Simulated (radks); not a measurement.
Results of a calculation; reference values are marked as such.
All-electron atom: Sn4+ in [Kr] 4d10. Level of theory: scalar-relativistic Kohn-Sham, PBEsol, spin-polarised, spherical densities, finite nucleus; Fermi nuclear charge, rms radius 4.6519 fm (a radial shooting solver on a logarithmic mesh with Libxc functionals).

Normalised radial functions P(r) = r R(r), r in bohr:

r,4d
0.00323,0.0001
0.003701,0.0001
0.004207,0.0001
0.004781,0.0002
0.005434,0.0002
0.006225,0.0004
0.007075,0.0005
0.008042,0.0007
0.00914,0.0011
0.01047,0.0015
0.0119,0.0022
0.01353,0.0031
0.01537,0.0043
0.01761,0.0062
0.02002,0.0088
0.02275,0.0122
0.02586,0.0170
0.02963,0.0239
0.03367,0.0327
0.03827,0.0445
0.04349,0.0600
0.04983,0.0814
0.05664,0.1072
0.06437,0.1394
0.07316,0.1786
0.08382,0.2281
0.09526,0.2818
0.1083,0.3405
0.1231,0.4016
0.141,0.4638
0.1602,0.5133
0.1821,0.5458
0.207,0.5526
0.2371,0.5218
0.2695,0.4495
0.3063,0.3312
0.3482,0.1681
0.3989,-0.0462
0.4533,-0.2720
0.5152,-0.5017
0.5856,-0.7135
0.6709,-0.8946
0.7625,-1.0054
0.8667,-1.0495
0.985,-1.0280
1.128,-0.9440
1.283,-0.8232
1.458,-0.6793
1.657,-0.5290
1.898,-0.3788
2.157,-0.2578
2.452,-0.1626
2.787,-0.0940
3.193,-0.0471
3.629,-0.0217

4d: eigenvalue -67.659 eV, 1 radial node at r = 0.388 bohr, <r> = 1.07 bohr, 90 % of the charge inside 1.64 bohr.
